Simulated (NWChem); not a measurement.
System: Si2N2H8O; SMILES [SiH3]O[SiH](N)N

The following NWChem deck was run.

```
start job
memory heap 200 mb stack 900 mb global 1100 mb
geometry units angstroms noautosym nocenter noautoz
  N      1.130409    -1.789382     0.570695
  Si     0.065194    -0.962724    -0.496655
  N     -1.510411    -1.184305     0.174117
  O      0.251683     0.682118    -0.668050
  Si     0.043987     2.080393     0.187809
  H      1.092902    -1.622140     1.569156
  H      2.065110    -2.034707     0.269047
  H      0.359619    -1.501681    -1.846250
  H     -1.800545    -2.114417     0.450825
  H     -2.292153    -0.649442    -0.184342
  H     -1.377430     2.524233     0.153988
  H      0.449071     1.922807     1.613224
  H      0.882511     3.140741    -0.428433
end
basis spherical
  N library 6-31g*
  Si library 6-31g*
  O library 6-31g*
  H library 6-31g*
end
dft
  xc m06-2x
  iterations 150
end
cosmo
  do_cosmo_smd true
  solvent benzene
end
task dft energy
```

Structure relaxed at the B3LYP/6-31G* (spherical d) level. Solvent: benzene.

Level: M06-2X/6-31G* with SMD (1 M gas to 1 M solution), gas-phase geometry. Reactions with the solvent are ignored.

Task: Predict the main results of this run. (M06-2X/6-31G* (spherical d), SMD on the gas-phase geometry.) Quantities: solvation free energy (kcal/mol); cavity-dispersion-structure term (kcal/mol); dipole in solution (D).

Result: The solvation free energy (kcal/mol) comes out as -3.0 and the cavity-dispersion-structure term (kcal/mol) comes out as 0.8. The dipole in solution (D) is 1.44.
